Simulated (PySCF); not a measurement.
A structure optimised at PBE-D3(BJ)/def2-SVP, used in a PySCF frequency run:

```xyz
10

C      2.4068    -0.7612     0.5504
C      1.2237    -0.4602     0.4064
Si    -0.5517     0.0147     0.2195
N     -1.0261    -0.6819    -1.2946
O     -0.7717     1.6779     0.2404
H      3.4482    -1.0264     0.6808
H     -1.3231    -0.4223     1.4246
H     -0.4429    -1.4071    -1.7160
H     -2.0116    -0.8001    -1.5383
H     -0.3729     2.1279    -0.5262
```

Write its SMILES and formula.

C#C[Si@H](N)O, C2H5NOSi

What are its rotational constants (standard atomic weights)?

6.1487, 2.8414, 2.1507 GHz
